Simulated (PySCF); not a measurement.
Structure problem from calculated spectra and properties.

Formula: C4H12Si2.

| Item | Value |
| --- | --- |
| XPS | Si2p3/2 106.1, Si2p3/2 106.3, C1s 289.9, C1s 290.4 (×2), C1s 290.4, Si1s 1845.8, Si1s 1846.0 eV [ΔSCF SCAN, pcX-2 on the ionised atom, pcseg-1 elsewhere, spin-free X2C, 2p3/2 from a spin–orbit splitting computed afterwards within the 2p shell] |
| Valence photoelectron | vertical ionisation energy: 9.58 eV [ΔSCF CAM-B3LYP/def2-SVPD] |
| NMR, other nuclei | isotropic shieldings of nuclei other than C and H, by class: 411 (1 Si), 464 (1 Si) ppm [GIAO PBE0/pcSseg-1] |
| 1H NMR | chemical shifts (computed TMS as zero) by class: 3.93 (2 H), 3.41 (3 H), 2.38 (2 H), 2.15 (1 H), 2.12 (1 H), 1.84 (2 H), 1.83 (1 H) ppm [GIAO PBE0/pcSseg-1] |
| Triplet | lowest triplet excitation (Tamm–Dancoff): 6.29 eV [TDA CAM-B3LYP/def2-SVPD] |
| Rotational structure | rotational constants A, B, C: 5.005, 1.103, 0.983 GHz [PBE0-D3(BJ)/def2-SVP] |
| Dipole | 1.07 D [CAM-B3LYP/def2-SVPD] |
| 13C NMR | chemical shifts (computed TMS as zero) by class: 25.5 (2 C), 19.6 (1 C), 13.9 (1 C) ppm [GIAO PBE0/pcSseg-1] |

Gas-phase values; electronic properties from PySCF, density fitting. Levels stand in brackets. Isolated species at its PBE0-D3(BJ)/def2-SVP geometry (one conformer only). NMR classes are plain means over equivalent atoms (diastereotopic ones count apart unless rotation or inversion swaps them), as if these changed places fast.

Question: Give a SMILES that accounts for the data.

Answer: Numbering: `[SiH3:1][SiH2:2][CH:3]1[CH2:4][CH2:5][CH2:6]1`. Its formula, C4H12Si2, gives 1 degree of unsaturation: 1 ring and 0 π bonds in the structure found. 4 carbons fall into 3 classes; from least to most shielded: four-membered-ring carbon [C4/C6] (25.5 ppm, 2 C, up to 2.3 ppm apart in this geometry), four-membered-ring carbon [C5] (19.6 ppm), ring sp3 carbon bound to silicon [C3] (13.9 ppm). Hydrogen classes from least to most shielded: 2 H on an SiH2 silicon, Si2 (3.93 ppm), 3 H on an SiH3 silicon, Si1 (3.41 ppm), 2 H on 2 four-membered-ring carbons, C4/C6 (2.38 ppm), 1 H on a four-membered-ring carbon, C5 (2.15 ppm), 1 H on a four-membered-ring carbon, C5 (2.12 ppm), 2 H on 2 four-membered-ring carbons, C4/C6 (1.84 ppm), 1 H on an sp3 carbon bound to silicon, C3 (1.83 ppm). The other shieldings belong to: 411 ppm, SiH2 silicon [Si2]; 464 ppm, SiH3 silicon [Si1]. The core levels belong to: Si2p3/2 106.1 eV, SiH2 silicon [Si2]; Si2p3/2 106.3 eV, SiH3 silicon [Si1]; C1s 289.9 eV, sp3 carbon bound to silicon [C3]; C1s 290.4 eV, four-membered-ring carbon [C4/C6]; C1s 290.4 eV, four-membered-ring carbon [C5]; Si1s 1845.8 eV, SiH2 silicon [Si2]; Si1s 1846.0 eV, SiH3 silicon [Si1]. One atom of each topological class was ionised and stands for its class. The first electron is taken from the HOMO, whose largest Löwdin shares are 0.23 on the SiH2 silicon, 0.21 on the SiH3 silicon, 0.17 on the sp3 carbon bound to silicon and 0.10 on a four-membered-ring carbon. The optimised geometry has point group C1 and is an asymmetric top. Structure: `[SiH3][SiH2]C1CCC1`. Computed isomers that give other values at the same levels: `C[Si@@H]1CCC[SiH2]1` (core binding energies: Si2p3/2 105.7, Si2p3/2 105.8, C1s 289.8, C1s 289.9, C1s 290.0, C1s 290.5, Si1s 1845.5, Si1s 1845.5 eV); `C=C[SiH2]CC[SiH3]` (rotational constant A: 7.745 GHz; this holds for the one conformer computed); `CC1C[SiH2][SiH2]C1` (core binding energies: Si2p3/2 106.0 (×2), C1s 289.9 (×2), C1s 290.4, C1s 290.6, Si1s 1845.7 (×2) eV). The assignments are read from this structure; whether some other isomer fits the data as well wasn't checked.

Shape of the structure used: `[SiH3:1][SiH2:2][CH:3]1[CH2:4][CH2:5][CH2:6]1`: Si1–Si2–C3–C4 -67°.
